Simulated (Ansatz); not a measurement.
One geometry of CrCl₃, several levels of theory.

```yaml
crystal:
  periodic: [false, false, false]
  atoms:
    - {symbol: Cr, position_ang: [0.000251, -0.000470, -0.065037]}
    - {symbol: Cl, position_ang: [2.138736, -0.025913, 0.034066]}
    - {symbol: Cl, position_ang: [-1.046549, 1.865691, 0.005221]}
    - {symbol: Cl, position_ang: [-1.092438, -1.839308, 0.025750]}
basis:
  gaussian: {orbitals: def2-TZVP, initial_orbitals: start.molden}
magnetization: {spin_polarized: true, initial_magnetization: 3}
hamiltonian: {xc: pbe0, dispersion: d4}
scf: {omitted_lower_state_checks: [starts]}
output: {forces: true, orbitals: {seedname: orbitals}}
```

The file start.molden holds the orbitals of an earlier run on this structure, at another level or in another basis.

```sh
$ ansatz run in.yaml --threads 2 --pin off --events-out ev --progress --plain --max-ram 4352MiB
```

It prints (some lines left out):

```
Functional definition: PBE0
1293 factors; their error is unknown
mean field evaluation 1: about -65973.2943 eV, gradient 1.2e2 eV
mean field evaluation 2: about -65976.1705 eV, gradient 4.4e0 eV
mean field evaluation 4: about -65976.5882 eV, gradient 1.8e-1 eV
mean field evaluation 8: about -65976.5886 eV, gradient 4.2e-5 eV
mean field -65976.58860939 eV, -2424.5949108571 hartree, gradient 1.2e-5 eV, S^2 3.838458; 0 other end points of the search recorded, 0 dependent functions left out
reference -65976.58864265 eV, -2424.5949120795 hartree; 39, 36 occupied and 117, 120 virtual orbitals, 1293 factors
Total energy: -65976.72501216 eV, -2424.5999235665 hartree
Atom 0 at     0.000251    -0.000470    -0.065037 Å, force     0.001025     0.000091     0.034649 eV/Å
Atom 1 at     2.138736    -0.025913     0.034066 Å, force    -0.335795     0.003707    -0.013522 eV/Å
Atom 2 at    -1.046549     1.865691     0.005221 Å, force     0.163485    -0.292272    -0.008953 eV/Å
Atom 3 at    -1.092438    -1.839308     0.025750 Å, force     0.171285     0.288474    -0.012174 eV/Å
Dipole moment:     0.000264    -0.000379    -0.065634 e Å
Checks for a lower state left out: starts
```

Hardware: 2 threads of AMD EPYC 7R43 on a shared host. Wall time 14 s, peak host memory 0.65 GiB.

The first input with `hamiltonian: {xc: {name: B97M-V}}`, `output: {orbitals: {seedname: orbitals}}` (abridged; 27 s):

```
Functional definition: B97M-V
mean field evaluation 16: about -65978.3900 eV, gradient 2.2e-6 eV
mean field -65978.39001704 eV, -2424.6611113673 hartree, gradient 2.2e-6 eV, S^2 3.866784
Total energy: -65978.39008259 eV, -2424.6611137762 hartree
Checks for a lower state left out: starts
```

First input, but with `gaussian: {orbitals: def2-TZVPD, initial_orbitals: start.molden}`, `hamiltonian: {xc: pbe, dispersion: d4}`, `output: {orbitals: {seedname: orbitals}}` (abridged; 6 s):

```
Functional definition: PBE
mean field -65973.76595662 eV, -2424.4911802812 hartree, gradient 2.4e-5 eV, S^2 3.813951
Total energy: -65973.92346225 eV, -2424.4969685060 hartree
Checks for a lower state left out: starts
```

The first input with `gaussian: {orbitals: def2-TZVPD, initial_orbitals: start.molden}`, `hamiltonian: {xc: r2scan, dispersion: d4}`, `output: {orbitals: {seedname: orbitals}}` (abridged; 14 s):

```
Functional definition: r2SCAN
mean field -65992.11667464 eV, -2425.1655567299 hartree, gradient 1.6e-5 eV, S^2 3.854968
Total energy: -65992.15159379 eV, -2425.1668399849 hartree
Checks for a lower state left out: starts
```

First input, but with `hamiltonian: {xc: pbe, dispersion: d4}` (abridged; 4.5 s):

```
Functional definition: PBE
mean field -65973.70692463 eV, -2424.4890108956 hartree, gradient 1.5e-5 eV, S^2 3.814069
Total energy: -65973.86439786 eV, -2424.4947979299 hartree
Atom 0 force     0.000840     0.000263     0.063711 eV/Å
Atom 1 force    -0.225103     0.002309    -0.022567 eV/Å
Atom 2 force     0.109425    -0.195840    -0.019492 eV/Å
Atom 3 force     0.114839     0.193267    -0.021653 eV/Å
Dipole moment:     0.000206    -0.000278    -0.050492 e Å
Checks for a lower state left out: starts
```

First input, but with `hamiltonian: {xc: pbe}`, `correlation: {method: rpa}` and without the key `output` (abridged; 6.5 s):

```
Functional definition: PBE
mean field -65973.70691580 eV, -2424.4890105708 hartree, gradient 3.2e-6 eV, S^2 3.814070
20 core orbitals not correlated: weight in the atoms' cores, before any rotation towards them, 1.000 or more for the frozen orbitals, at most 0.000 for the correlated occupied ones
Total energy: -65944.37013806 eV, -2423.4109038741 hartree
Checks for a lower state left out: starts
```

As the first input, with `hamiltonian: {xc: lda}`, `output: {orbitals: {seedname: orbitals}}` (abridged; 2.3 s):

```
Functional definition: SPW92
mean field -65812.88206913 eV, -2418.5788064667 hartree, gradient 2.6e-5 eV, S^2 3.809250
Total energy: -65812.88211194 eV, -2418.5788080403 hartree
Checks for a lower state left out: starts
```

Geometry: B3LYP-D4/def2-SVP.

Correlated methods freeze 20 core orbitals; core or outer-core shells of Cr are correlated, in sets that lack core-valence functions.
